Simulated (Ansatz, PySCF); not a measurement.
Gas-phase reaction in SMILES: C=CCCC(C)C [5-methylhex-1-ene] + 5 C (CH4) → C=C (C2H4) [ethene] + 5 CC (C2H6) [ethane]
Geometries: B3LYP-D3(BJ)/def2-TZVP minima from Ansatz (a quantum-chemistry and plane-wave program), one conformer each, not searched for the lowest. Frequencies are from Ansatz or PySCF.

Property: bond separation energy (0 K, with B3LYP-D3(BJ) harmonic zero-point energies), in kcal/mol. Cores are frozen in the correlated levels unless marked. Spin-orbit coupling is left out. Non-relativistic. CBS(X,Y): correlation extrapolated as X^-3; Hartree-Fock from the larger set. The bracket is a focal-point correction in the basis named.

```tsv
level	program	bond separation energy (kcal/mol)	minus last row
HF/aug-cc-pVTZ	Ansatz	10.2	-8.8
PBE-D4/def2-TZVPD	Ansatz + dftd4	18.0	-1.0
revPBE-D3(BJ)/def2-TZVPD	Ansatz + dftd3	17.8	-1.2
LC-wPBE-D3(BJ)/def2-TZVPD	Ansatz + dftd3	17.7	-1.3
CCSD/6-31G*	Ansatz	16.4	-2.6
CCSD/cc-pVTZ	Ansatz	16.7	-2.3
RI-MP2/CBS(cc-pVTZ,cc-pVQZ)+[CCSD(T)-MP2]/cc-pVTZ	Ansatz	19.0	0.0
```
